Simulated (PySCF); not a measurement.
This PySCF input asks for the NMR shieldings of SMILES CS[C@H]1CS[SiH2]S1, C$_{3}$H$_{8}$S$_{3}$Si; the geometry comes from PBE0-D3(BJ)/def2-SVP.

```python
import basis_set_exchange as bse
import numpy as np
from pyscf import gto, dft
from pyscf.prop import nmr

atoms = """
C    -2.421293   -0.415814   -0.726854
S    -1.810108   -0.557367    0.965982
C    -0.067627   -0.114901    0.769803
C     0.707577   -1.072661   -0.116396
S     2.479176   -0.627895   -0.205271
Si    2.124433    1.469336   -0.511453
S     0.092490    1.629353    0.172733
H    -2.107737    0.543521   -1.164690
H    -3.517560   -0.436394   -0.658506
H    -2.092505   -1.248242   -1.365239
H     0.330197   -0.155044    1.795590
H     0.663351   -2.085421    0.311791
H     0.280982   -1.104234   -1.129744
H     2.220909    1.922433   -1.930968
H     3.111116    2.246682    0.292344
"""
names = dict.fromkeys(["C", "S", "Si", "H"], "pcSseg-1")
basis = {el: gto.basis.parse(bse.get_basis(n, elements=[el], fmt="nwchem")) for el, n in names.items()}
mol = gto.M(atom=atoms, basis=basis, charge=0, verbose=0)
mf = dft.RKS(mol, xc="HYB_GGA_XC_WB97X_D")
mf.grids.level = 2
mf.grids.alignment = dft.numint.BLKSIZE   # the property module wants whole blocks of grid points
mf.conv_tol = 1e-9
mf.kernel()

calc = nmr.RKS(mf)   # GIAO
C = mf.mo_coeff
Co = C[:, mf.mo_occ > 0]
resp = mf.gen_response(singlet=True, hermi=2)
def vind(x):   # induced exchange potential for any number of trial vectors
    d = np.einsum("pi,xij,qj->xpq", C, 2 * x.reshape(-1, C.shape[1], Co.shape[1]), Co, optimize=True)
    return np.einsum("xpq,pi,qj->xij", resp(d - d.transpose(0, 2, 1)), C, Co, optimize=True).ravel()
mo1, _ = nmr.rhf.solve_mo1(calc, with_cphf=vind)
sigma = calc.kernel(mo1)
for i, s in enumerate(sigma):   # ppm
    w = np.linalg.eigvalsh((s + s.T) / 2)
    print("%2d %-2s iso %8.1f  s11 %8.1f  s22 %8.1f  s33 %8.1f" % (i, mol.atom_pure_symbol(i), w.mean(), *w))
```

Problem. Give the expected output.

Solution. 
```
 0 C  iso    172.1  s11    162.3  s22    168.9  s33    185.1
 1 S  iso    510.2  s11    397.4  s22    418.4  s33    714.9
 2 C  iso    121.7  s11     77.4  s22    138.1  s33    149.7
 3 C  iso    141.6  s11    103.9  s22    152.6  s33    168.4
 4 S  iso    634.6  s11    444.4  s22    587.3  s33    872.1
 5 Si iso    347.1  s11    299.3  s22    334.9  s33    406.9
 6 S  iso    616.2  s11    413.3  s22    564.4  s33    870.9
 7 H  iso     28.6  s11     22.5  s22     29.9  s33     33.4
 8 H  iso     29.7  s11     24.3  s22     26.3  s33     38.5
 9 H  iso     29.5  s11     24.0  s22     27.8  s33     36.7
10 H  iso     27.5  s11     23.3  s22     26.8  s33     32.5
11 H  iso     28.8  s11     21.8  s22     28.7  s33     35.8
12 H  iso     28.8  s11     22.0  s22     29.6  s33     34.9
13 H  iso     26.0  s11     22.2  s22     23.1  s33     32.8
14 H  iso     26.0  s11     22.4  s22     22.8  s33     32.9
```

These numbers come from an equivalent density-fitted implementation of the same equations, which agrees with the script to about 0.01 ppm for H and up to a few tenths of a ppm for heavy atoms, so last digits may differ.

Problem. Turn these shieldings into chemical shifts. Chemical shifts δ = σref − σ; ¹³C (σref 184.54) and ²⁹Si (σref 352.93) and ¹H (σref 31.38) against TMS; ³³S (σref 493.71) against CS2, all at this level.

Solution. Averaging equivalent atoms: C 2: 62.8; C 3: 42.9; C 0: 12.4; S 1: -16; S 6: -122; S 4: -141; Si 5: 5.9; H 14: 5.36; H 13: 5.35; H 10: 3.85; H 11: 2.60; H 12: 2.53; H 7/8/9: 2.11 ppm. 

Size and cost of the density-fitted run: 187 basis functions, 58 s wall time on 1 thread of an Arm Neoverse V1, shared host; peak memory 0.9 GiB.
